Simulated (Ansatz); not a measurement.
`N[SiH]1BCC1` → `C=NBC[SiH3]`  (isomerisation)

Calculated with Ansatz (gas phase, PBE0-D4/def2-TZVP geometries, no zero-point term in ΔE). CCSD(T)/CBS is the MP2 limit (def2-TZVPP, def2-QZVPP) plus CCSD(T) − MP2 in def2-TZVPP, frozen cores. Functionals use def2-TZVPP. B3LYP here is the variant with VWN-RPA as its local correlation; programs differ in this. HSE06 is defined as in plane-wave codes. One conformer a species, not always the lowest.

`N[SiH]1BCC1`:

Cartesian coordinates in Å:
```
N -1.625 1.709 -0.518
Si -0.725 0.254 -0.436
B -0.423 -0.962 1.138
C 1.009 -1.202 0.517
C 1.175 0.121 -0.283
H -1.613 2.396 0.215
H -1.926 2.098 -1.395
H -1.132 -0.546 -1.630
H -0.855 -1.331 2.188
H 0.910 -2.049 -0.180
H 1.831 -1.464 1.190
H 1.805 0.070 -1.173
H 1.570 0.906 0.369
```

`C=NBC[SiH3]`:

```xyz
13

C    -0.016    2.517   -1.027
N    -0.057    1.634   -0.157
B    -0.111    0.662    0.793
C     0.714   -0.668    0.666
Si   -0.354   -2.035   -0.048
H     0.693    3.350   -0.967
H    -0.688    2.502   -1.892
H    -0.854    0.857    1.716
H     1.050   -1.006    1.651
H     1.590   -0.560    0.019
H    -0.779   -1.692   -1.433
H     0.390   -3.324   -0.097
H    -1.577   -2.237    0.775
```

| level | ΔE (kJ/mol) |
| --- | --- |
| HSE06-D4 | -49.2 |
| revPBE | -73.4 |
| B3LYP | -83.1 |
| BHLYP | -68.5 |
| CAM-B3LYP | -71.0 |
| HF/def2-SVP | -96.0 |
| HF/def2-TZVPP | -75.0 |
| CCSD(T)/def2-TZVPP | -60.4 |

(1) What does CCSD(T)/CBS give? (An estimate is asked.)

Largest T1 diagnostic among the species: 0.014.

Answers

(1) Ansatz gave: -52.5 kJ/mol. The listed levels differ from it by 3.3, -20.9, -30.6, -16.0, -18.5, -43.5, -22.5, -7.9 kJ/mol.

Leaving LDA and LC-ωPBE aside and taking each functional with its dispersion term where it has one, the values, not all of them listed here, spread over 54.5 kJ/mol, from BLYP-D4 to PBE-QIDH. LDA lies +17.8 kJ/mol from PBE without D4. From r2SCAN to r2SCAN0 (25 % exact exchange), in def2-TZVPP and without D4, ΔE moves by +12.9 kJ/mol. At CCSD(T), def2-SVP lies −51.8 kJ/mol from the extrapolated value and def2-TZVPP −7.9 kJ/mol.

CCSD(T)/CBS has its own doubt, a few kJ/mol and more with outer-core shells, so smaller differences from it don't rank the levels.
